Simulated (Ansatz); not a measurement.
```yaml
crystal:
  periodic: [false, false, false]
  atoms:
    - {symbol: Pb, position_ang: [-0.690816, 1.441014, -0.952036]}
    - {symbol: Pb, position_ang: [0.228927, -1.081543, 1.521872]}
    - {symbol: Se, position_ang: [0.042106, -1.422633, -1.427356]}
    - {symbol: Se, position_ang: [1.886142, -0.001182, -0.699233]}
    - {symbol: Se, position_ang: [-1.456099, 1.075815, 1.555631]}
basis:
  gaussian: {orbitals: def2-SVPD, final_grid: {core_spheres: 8, valence_spheres: 7, degree: 23}}
hamiltonian: {xc: {name: B97M-V}}
scf: {omitted_lower_state_checks: [starts]}
output: {forces: true}
```

```sh
$ ansatz run in.yaml --threads 4 --pin off --events-out ev --progress --plain --max-ram 4787MiB
```

Shortened log:

```
Functional definition: B97M-V
2039 factors; their error is unknown
mean field evaluation 1: about -206487.9368 eV, gradient 2.9e1 eV
mean field evaluation 2: about -206460.6817 eV, gradient 8.4e1 eV
mean field evaluation 4: about -206491.0054 eV, gradient 1.4e1 eV
mean field evaluation 8: about -206491.8064 eV, gradient 1.3e-1 eV
mean field evaluation 16: about -206491.7881 eV, gradient 8.0e-4 eV
mean field -206491.78811920 eV, -7588.4332482194 hartree, gradient 3.2e-5 eV, S^2 0.000000; 0 other end points of the search recorded, 0 dependent functions left out
reference -206491.78819485 eV, -7588.4332509997 hartree; 73, 73 occupied and 114, 114 virtual orbitals, 2039 factors
Total energy: -206491.78819485 eV, -7588.4332509997 hartree
Atom 0 at    -0.690816     1.441014    -0.952036 Å, force     0.279118    -0.167465    -0.518729 eV/Å
Atom 1 at     0.228927    -1.081543     1.521872 Å, force     0.067990     0.117923    -0.443957 eV/Å
Atom 2 at     0.042106    -1.422633    -1.427356 Å, force     0.246221     0.431021     0.398679 eV/Å
Atom 3 at     1.886142    -0.001182    -0.699233 Å, force    -0.519375    -0.244403     0.084424 eV/Å
Atom 4 at    -1.456099     1.075815     1.555631 Å, force    -0.073954    -0.137076     0.479582 eV/Å
Dipole moment:     0.014868    -0.021129     0.068519 e Å
Checks for a lower state left out: starts
```

It took 9 s on 4 threads of Arm Neoverse V1 on a shared host.

In the def2 sets Pb takes a core potential; there is no spin–orbit coupling.
